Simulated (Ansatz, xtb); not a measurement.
## Relative energy of two structures of CuGeH5Si

We compare I, a singlet given by its coordinates, with II, a singlet given by its coordinates. Both are isolated molecules in the gas phase, relaxed with PBE0-D3(BJ)/pcseg-1.

I (Å):

```tsv
atom	x (Å)	y (Å)	z (Å)
Cu	-1.3391	0.0033	0.0324
Ge	-0.0682	1.5893	1.2935
Si	0.9762	-0.3757	0.0461
H	-0.1709	-1.2172	-0.6804
H	-1.2720	0.4774	1.7788
H	1.8598	-0.0450	-1.1093
H	-1.0453	1.7860	-0.0946
H	1.6213	-1.4337	0.8766
```

Close contacts (Å): Cu1–Ge2 2.39, Cu1–Si3 2.35, Ge2–Si3 2.55, Cu1–H4 1.83, Cu1–H5 1.81, Cu1–H7 1.81, Ge2–H5 1.71, Ge2–H7 1.71, Si3–H4 1.60, Si3–H6 1.49, Si3–H8 1.49.

II (Å):

```yaml
atoms:
  - { symbol: Cu, position_ang: [1.3498, -0.2831, 0.6545] }
  - { symbol: Ge, position_ang: [-0.9480, 0.1129, 1.1578] }
  - { symbol: Si, position_ang: [0.0117, 0.4561, -1.1521] }
  - { symbol: H, position_ang: [-1.9328, -1.0439, 1.3892] }
  - { symbol: H, position_ang: [1.2770, 1.1806, -0.4590] }
  - { symbol: H, position_ang: [0.7993, -0.9419, -0.9732] }
  - { symbol: H, position_ang: [-1.3938, 1.3407, 1.9673] }
  - { symbol: H, position_ang: [0.3220, -0.4097, 2.1298] }
```

Close contacts (Å): Cu1–Ge2 2.39, Cu1–Si3 2.37, Ge2–Si3 2.52, Cu1–H5 1.84, Cu1–H6 1.84, Cu1–H8 1.80, Ge2–H4 1.54, Ge2–H7 1.54, Ge2–H8 1.68, Si3–H5 1.61, Si3–H6 1.61.

**Question.** Estimate which is lower in electronic energy at CCSD(T)/def2-TZVP, and by roughly how much.

**Answer.** The CCSD(T)/def2-TZVP calculation puts structure I lower, by 0.407 eV.

Level by level:

```json
{"level": "PBE0-D3(BJ)/pcseg-1", "geometry": "PBE0-D3(BJ)/pcseg-1", "E(II) − E(I) (eV)": "+0.506", "departure from the last row (eV)": "+0.099", "job, with rough time for the two": "optimisation, 1.7 min"}
{"level": "HF/def2-TZVP", "geometry": "PBE0-D3(BJ)/pcseg-1", "E(II) − E(I) (eV)": "+0.447", "departure from the last row (eV)": "+0.040", "job, with rough time for the two": "part of the CCSD(T) run"}
{"level": "MP2/def2-TZVP", "geometry": "PBE0-D3(BJ)/pcseg-1", "E(II) − E(I) (eV)": "+0.441", "departure from the last row (eV)": "+0.035", "job, with rough time for the two": "part of the CCSD(T) run"}
{"level": "CCSD(T)/def2-TZVP", "geometry": "PBE0-D3(BJ)/pcseg-1", "E(II) − E(I) (eV)": "+0.407", "departure from the last row (eV)": "", "job, with rough time for the two": "single point, 3.4 min"}
```

The levels shown agree on the order. The largest departure from CCSD(T)/def2-TZVP is that of PBE0-D3(BJ)/pcseg-1, 0.099 eV. Levels run at GFN2-xTB geometries aren't shown.

With harmonic frequencies from PBE0-D3(BJ)/pcseg-1 (ideal gas, rigid rotor, one conformer each, 298.15 K, 1 atm): on the last row, ΔE + ΔZPE = +0.399, ΔH = +0.400, ΔG = +0.399 eV.

The T1 diagnostic of structures I and II is large, so the coupled-cluster value is less sure. The correlated steps freeze 19 core orbitals; the filled d shell of Ge is correlated; the last core shell of Cu is correlated, in a basis made for valence electrons. Codes used: Ansatz 0.2.0; the last row on 2 threads of Arm Neoverse V1 on a shared host.
